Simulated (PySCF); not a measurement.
CH8FNSi2.

```xyz
13

C      1.9943     0.6382    -1.5571
Si     0.6817    -0.6326    -1.0625
Si    -0.3915     0.0492     0.9042
N     -1.1986     1.5326     0.5615
F     -1.3946    -1.1614     1.3913
H      2.4591     0.3778    -2.5214
H      1.5393     1.6375    -1.6476
H      2.7900     0.6957    -0.7970
H      1.2923    -1.9829    -0.8946
H     -0.3525    -0.7363    -2.1369
H      0.5050     0.3136     2.0598
H     -1.5371     2.1329     1.3106
H     -1.7842     1.6244    -0.2655
```
Charge 0, spin multiplicity 1.

Geometry optimised at TPSSh-D3(BJ)/def2-SVP. The structure was generated by enumeration; whether it is a known compound was not checked. The values are those of a single conformer.

All values below come from PBE/pcSseg-1 (PySCF). Non-relativistic, no solvent.

### Question
Give the absolute GIAO shielding of each atom: isotropic value and principal components (ppm). (An estimate is asked for; the answer gives what the named calculation found.)

### Answer

```tsv
atom	σ(iso)	σ11	σ22	σ33	span
C1	190.5	185.1	190.2	196.2	11.1
Si2	415.6	388.3	396.4	462.2	73.8
Si3	336.1	295.9	331.8	380.7	84.8
N4	213.8	180.6	216.6	244.2	63.6
F5	298.6	210.5	302.5	382.9	172.4
H6	30.8	26.1	27.8	38.5	12.4
H7	31.1	26.2	29.6	37.5	11.2
H8	31.1	26.8	28.6	37.9	11.1
H9	27.4	24.0	25.7	32.6	8.5
H10	27.5	24.5	25.8	32.1	7.6
H11	25.9	23.1	24.0	30.7	7.6
H12	29.3	23.3	24.6	40.0	16.7
H13	29.8	24.3	26.5	38.6	14.3
```
